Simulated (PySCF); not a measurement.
**In³⁺ (indium, charge +3) across methods**

[Kr] 4d10, closed-shell 1S. All numbers are calculated (PySCF 2.14, a scalar-relativistic core potential, in aug-cc-pVTZ-PP with one added diffuse shell each of d, f type with ECP28MDF (6s5p5d3f, 67 functions)).

```tsv
method	E (hartree)	mean ε 4s (eV)	mean ε 4p (eV)	mean ε 4d (eV)	Σ⟨r²⟩ (bohr²)	⟨S²⟩
PBE	-188.1587	-151.28	-108.85	-47.671	23.22	0.000
UHF	-187.41536	-175.20	-127.86	-56.502	22.92	0.000
revPBE	-188.2261	-151.24	-108.80	-47.596	23.19	0.000
LC-wPBE	-188.2073	-157.36	-114.86	-52.838	23.15	0.000
PW91	-188.2306	-151.42	-108.97	-47.776	23.22	0.000
r2SCAN	-188.2388	-154.66	-111.20	-48.083	23.05	0.000
BLYP	-188.1156	-151.36	-108.86	-47.607	23.29	0.000
PBE0	-188.1806	-157.54	-113.88	-50.164	23.11	0.000
```

Q: Estimate the same row for LDA.

A: E (hartree) = -187.8005; mean ε 4s (eV) = -151.12; mean ε 4p (eV) = -108.74; mean ε 4d (eV) = -47.806; Σ⟨r²⟩ (bohr²) = 23.35; ⟨S²⟩ = 0.000.

Energies and moments cover only the electrons outside the core potential.
